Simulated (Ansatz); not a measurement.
Reaction (ligand exchange at the In–Br bond): `[F][In]([F])[Br]` + CH₃OH → `C[O][In]([F])[F]` + HBr

Gas-phase electronic energies from Ansatz, PBE0-D4/def2-TZVP geometries. CBS: MP2 limit from def2 TZ/QZ plus the TZ coupled-cluster correction, frozen cores. This one scheme is used for every species. DFT in def2-TZVPP. B3LYP here is the variant with VWN-RPA as its local correlation; programs differ in this. HSE06 is defined as in plane-wave codes. Elements past krypton have def2 core potentials. For Br, In outer-core shells are correlated without core-valence functions, which leaves a few kJ/mol of doubt a bond. Scalar relativity is left out up to krypton. Each species was taken in one conformer, which may not be the lowest.

```tsv
level	ΔE (kJ/mol)	difference from CCSD(T)/CBS
LDA (SPW92)	106.9	-3.7
PBE-D4	107.5	-3.1
revPBE-D4	105.1	-5.5
BLYP-D4	100.5	-10.1
B97M-V	109.9	-0.7
PBE0-D4	119.0	8.4
B3LYP-D4	111.1	0.5
r2SCANh-D4	115.9	5.3
r2SCAN0-D4	121.6	11.0
HSE06-D4	119.4	8.8
CAM-B3LYP-D4	110.3	-0.3
ωB97X-V	112.1	1.5
ωB97M-V	114.9	4.3
PBE-QIDH	119.6	9.0
PBE	108.6	-2.0
revPBE	109.0	-1.6
BLYP	103.2	-7.4
r2SCAN	112.2	1.6
PBE0	120.0	9.4
B3LYP	112.9	2.3
r2SCANh	116.4	5.8
r2SCAN0	122.1	11.5
HSE06	120.3	9.7
BHLYP	123.3	12.7
CAM-B3LYP	111.2	0.6
LC-ωPBE	112.4	1.8
HF/def2-SVP	130.3	19.7
MP2/def2-SVP	105.5	-5.1
CCSD/def2-SVP	108.3	-2.3
CCSD(T)/def2-SVP	105.4	-5.2
HF/def2-TZVPP	134.5	23.9
MP2/def2-TZVPP	109.0	-1.6
SCS-MP2/def2-TZVPP	107.6	-3.0
CCSD/def2-TZVPP	111.5	0.9
CCSD(T)/def2-TZVPP	107.5	-3.1
HF/def2-QZVPP	133.5	22.9
MP2/def2-QZVPP	110.5	-0.1
SCS-MP2/def2-QZVPP	109.0	-1.6
MP2/CBS(def2)	112.1	1.5
CCSD/CBS(def2)	114.6	4.0
CCSD(T)/CBS	110.6	0
```

Largest T1 diagnostic among the species: 0.017.

From PBE to PBE0 (25 % exact exchange), in def2-TZVPP and without D4, ΔE moves by +11.4 kJ/mol. At CCSD(T), def2-SVP lies −5.2 kJ/mol from the extrapolated value and def2-TZVPP −3.1 kJ/mol. In def2-TZVPP, CCSD(T) changes the Hartree–Fock value by −27.0 kJ/mol (the triples alone add −4.0 kJ/mol) and MP2 by −25.5 kJ/mol.
